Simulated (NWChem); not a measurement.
System: SiNH₄F; SMILES N[SiH2]F

NWChem input:

```
start job
memory heap 200 mb stack 900 mb global 1100 mb
geometry units angstroms noautoz
  Si     0.474687     0.085740     0.029285
  N     -0.338439    -1.427790     0.148622
  F     -0.485504     1.356482    -0.391353
  H      1.507599    -0.034298    -1.047618
  H      1.033319     0.411488     1.379447
  H     -0.964284    -1.620094     0.933965
  H     -0.646794    -1.919330    -0.693237
end
basis spherical
  Si library def2-tzvp
  N library def2-tzvp
  F library def2-tzvp
  H library def2-tzvp
end
dft
  xc xctpssh
  iterations 150
  mulliken
end
task dft energy
```

The geometry was optimised at PBE-D3(BJ)/def2-SVP.

**Question.** What results follow from this input? (TPSSh/def2-TZVP.) Quantities: energy (Ha); highest occupied level (eV); orbital gap (eV); dipole (D).

**Answer.** energy (Ha): -446.68
highest occupied level (eV): -7.32
orbital gap (eV): 7.52
dipole (D): 1.90
